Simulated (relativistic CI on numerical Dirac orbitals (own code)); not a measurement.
# Radial parameters of Tl⁵³⁺

Computed by Dirac-Coulomb-Breit CI, separate exchange-only KLI orbitals for each configuration, model QED (radiative potential, 1s self-energy scaled to tabulated hydrogen-like ionisation energies), unscaled Slater integrals (own radial code, finite nucleus).

Slater integrals F^k, G^k are unscaled and averaged over j, outside the closed core [Ne]; ζ comes from projecting the Hamiltonian with its Breit term on Σ l·s of the shell.

- 3s2 3p6 3d9 4s: ζ(3d) = 331280, G^2(3d,4s) = 69746 cm⁻¹; <r>(3d) = 0.1561, <r^2>(3d) = 0.02833, <r>(4s) = 0.3395, <r^2>(4s) = 0.1299 (bohr units).
- 3s2 3p6 3d9 4p: ζ(3d) = 331320, F^2(3d,4p) = 212650, G^1(3d,4p) = 68199, G^3(3d,4p) = 69510, ζ(4p) = 898750 cm⁻¹; <r>(3d) = 0.1562, <r^2>(3d) = 0.02833, <r>(4p) = 0.3475, <r^2>(4p) = 0.1371 (bohr units).
- 3s2 3p6 3d9 4d: ζ(3d) = 331190, F^2(3d,4d) = 228550, F^4(3d,4d) = 117290, G^0(3d,4d) = 71299, G^2(3d,4d) = 92640, G^4(3d,4d) = 73694, ζ(4d) = 114480 cm⁻¹; <r>(3d) = 0.1562, <r^2>(3d) = 0.02835, <r>(4d) = 0.3416, <r^2>(4d) = 0.1337 (bohr units).

Averages of the first 10 configurations, taken without configuration mixing, which lowers the lowest level and can move excited configurations by several eV; other configurations of the list can lie among them:

| Configuration | Parity | States | Average energy above the lowest level (eV) |
| --- | --- | --- | --- |
| 3s2 3p6 3d10 | even | 1 | 0.2 |
| 3s2 3p6 3d9 4s | even | 20 | 2023.7 |
| 3s2 3p6 3d9 4p | odd | 60 | 2249.4 |
| 3s2 3p6 3d9 4d | even | 100 | 2497.2 |
| 3s2 3p5 3d10 4s | odd | 12 | 2684.3 |
| 3s2 3p6 3d9 4f | odd | 140 | 2696.5 |
| 3s2 3p5 3d10 4p | even | 36 | 2910.4 |
| 3s2 3p6 3d8 4s2 | even | 45 | 4090.0 |
| 3s2 3p5 3d10 4d | odd | 60 | 3157.4 |
| 3s2 3p6 3d8 4s 4p | odd | 540 | 4308.3 |
